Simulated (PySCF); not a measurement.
C₆H₆ClS₂ (charge +1).
Numbering: `[Cl:1][c+:2]1[s:3][cH:4][c:5]([CH:6]2[CH2:7][CH2:8]2)[s:9]1` (hydrogens: H10 on C4; H11 on C6; H12, H13 on C7; H14, H15 on C8)

Geometry (PBE0-D3(BJ)/def2-SVP, Å), atoms numbered from 1 in this order:
```
atom  x, y, z in Å
Cl1    4.1188    0.7274   -1.4671
C2     2.7333   -0.0087   -0.8794
S3     2.6679   -1.6613   -0.5487
C4     1.0386   -1.6682   -0.0269
C5     0.3622   -0.4807   -0.0344
C6    -1.0259   -0.2765    0.3829
C7    -1.4094    0.9232    1.2319
C8    -1.8598    0.8545   -0.1789
S9     1.3098    0.8674   -0.5987
H10    0.6102   -2.6214    0.2907
H11   -1.5381   -1.2184    0.5966
H12   -2.1326    0.7392    2.0299
H13   -0.6150    1.6261    1.5020
H14   -2.9068    0.6272   -0.3928
H15   -1.3923    1.5151   -0.9169
```

Method: PBE0-D3(BJ)/def2-SVP geometry optimisation, gas phase (PySCF).

Take the most abundant isotopes and a rigid rotor. The values belong to one conformer with, in the numbering `[Cl:1][c+:2]1[s:3][cH:4][c:5]([CH:6]2[CH2:7][CH2:8]2)[s:9]1`, C4–C5–C6–C7 137°.

What are A, B and C (GHz)?

Ia = 222.78, Ib = 786.95, Ic = 970.18 u·Å²; 505379 MHz·u·Å²/I gives 2268, 642.2 and 520.9 MHz, that is A = 2.2685, B = 0.6422, C = 0.5209 GHz.

Classify the top.

An asymmetric top; Ray's κ = -0.861.

Is it planar, by Δ = Ic − Ia − Ib?

Not planar: Δ = Ic − Ia − Ib = -39.55 u·Å². For a rigid frame Δ = −2 Σ m c², so Σ m c² = 19.78 u·Å² lies off the ab plane: 6.51 from hydrogen and 13.26 from heavier atoms. The atom farthest from that plane is 1.43 Å away.

List the rotational levels J(Ka,Kc) to J = 5 (K).

Above 0(0,0), as E/k:
J = 1: 1(0,1) 0.056, 1(1,1) 0.134, 1(1,0) 0.140
J = 2: 2(0,2) 0.167, 2(1,2) 0.240, 2(1,1) 0.257, 2(2,1) 0.491, 2(2,0) 0.492
J = 3: 3(0,3) 0.333, 3(1,3) 0.398, 3(1,2) 0.433, 3(2,2) 0.659, 3(2,1) 0.660, 3(3,1) 1.064, 3(3,0) 1.064
J = 4: 4(0,4) 0.554, 4(1,4) 0.609, 4(1,3) 0.667, 4(2,3) 0.882, 4(2,2) 0.886, 4(3,2) 1.288, 4(3,1) 1.288, 4(4,1) 1.854, 4(4,0) 1.854
J = 5: 5(0,5) 0.827, 5(1,5) 0.873, 5(1,4) 0.960, 5(2,4) 1.160, 5(2,3) 1.171, 5(3,3) 1.568, 5(3,2) 1.568, 5(4,2) 2.134, 5(4,1) 2.134, 5(5,1) 2.862, 5(5,0) 2.862

Which lines would a microwave search look for?

The dipole components (about the centre of mass, as the species is charged) are |μa| = 1.47 D, |μb| = 1.57 D, |μc| = 0.02 D. The squared components, which scale the intensities, stand as 0.87 : 1.00 : 0.00 (a : b : c). Some of the stronger lines:

```
type  branch         J(Ka,Kc)    MHz  lower level (cm⁻¹)
   a       Q  2(1,1) ← 2(1,2)    364               0.167
   b       R  2(0,2) ← 1(1,1)    693               0.093
   a       Q  3(1,2) ← 3(1,3)    727               0.277
   a       R  1(0,1) ← 0(0,0)   1163               0.000
   b       Q  1(1,0) ← 1(0,1)   1748               0.039
   b       Q  2(1,1) ← 2(0,2)   1875               0.116
   b       R  3(0,3) ← 2(1,2)   1952               0.167
   b       Q  3(1,2) ← 3(0,3)   2079               0.232
   a       R  2(1,2) ← 1(1,1)   2205               0.093
   a       R  2(0,2) ← 1(0,1)   2320               0.039
   a       R  2(1,1) ← 1(1,0)   2448               0.097
   b       R  1(1,1) ← 0(0,0)   2789               0.000
   a       R  3(1,3) ← 2(1,2)   3303               0.167
   a       R  3(0,3) ← 2(0,2)   3463               0.116
   a       R  3(2,2) ← 2(2,1)   3489               0.341
   a       R  3(2,1) ← 2(2,0)   3515               0.342
   a       R  3(1,2) ← 2(1,1)   3667               0.179
   b       R  2(1,2) ← 1(0,1)   3831               0.039
   b       Q  3(2,1) ← 3(1,2)   4734               0.301
   b       R  3(1,3) ← 2(0,2)   4815               0.116
   b       Q  2(2,0) ← 2(1,1)   4885               0.179
   b       Q  2(2,1) ← 2(1,2)   5243               0.167
   b       Q  3(2,2) ← 3(1,3)   5429               0.277
   b       R  3(2,2) ← 2(1,1)   8368               0.179
   b       Q  3(3,0) ← 3(2,1)   8406               0.459
   b       Q  3(3,1) ← 3(2,2)   8439               0.458
   b       R  3(3,1) ← 2(2,0)  11921               0.342
```

Not checked by PBE0-D3(BJ)/def2-SVP frequencies. No vibrational averaging or centrifugal distortion is included, and the geometry carries the error of its method. Quadrupole hyperfine structure (35Cl) is left out.
